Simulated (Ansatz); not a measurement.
One change: `O[Si](O)(Cl)[GeH2][Cl]` becomes `O[Si](O)(Cl)[SiH2]Cl`.

Ansatz, PBE0-D4/def2-TZVP geometries, multiplicity 1. Each molecule was computed in one conformer, which needn't be the lowest.

Scalar relativity is left out up to krypton.

```json
{"property": "HOMO–LUMO gap (PBE0/def2-TZVPP) / eV", "`O[Si](O)(Cl)[GeH2][Cl]`": "7.37"}
{"property": "LUMO energy (PBE0/def2-TZVPP) / eV", "`O[Si](O)(Cl)[GeH2][Cl]`": "-0.81"}
{"property": "HOMO energy (PBE/def2-TZVPP) / eV", "`O[Si](O)(Cl)[GeH2][Cl]`": "-6.93"}
{"property": "size of the dipole moment (B3LYP/def2-TZVPP) / D", "`O[Si](O)(Cl)[GeH2][Cl]`": "1.75"}
{"property": "HOMO–LUMO gap (B3LYP/def2-TZVPP) / eV", "`O[Si](O)(Cl)[GeH2][Cl]`": "6.95"}
{"property": "LUMO energy (PBE/def2-TZVPP) / eV", "`O[Si](O)(Cl)[GeH2][Cl]`": "-1.66"}
```

Task: Give the same properties after the change, and the shifts. (Best estimate.)

Result: Ansatz gave: 
```
                                        property  `O[Si](O)(Cl)[SiH2]Cl`  shift
            HOMO–LUMO gap (PBE0/def2-TZVPP) / eV                    7.49   0.12
              LUMO energy (PBE0/def2-TZVPP) / eV                   -0.71   0.10
               HOMO energy (PBE/def2-TZVPP) / eV                   -6.95  -0.02
size of the dipole moment (B3LYP/def2-TZVPP) / D                    1.38  -0.37
           HOMO–LUMO gap (B3LYP/def2-TZVPP) / eV                    7.12   0.17
               LUMO energy (PBE/def2-TZVPP) / eV                   -1.57   0.09
```

Dipoles are sizes alone; their direction can turn.

B3LYP here is the variant with VWN-RPA as its local correlation; programs differ in this.
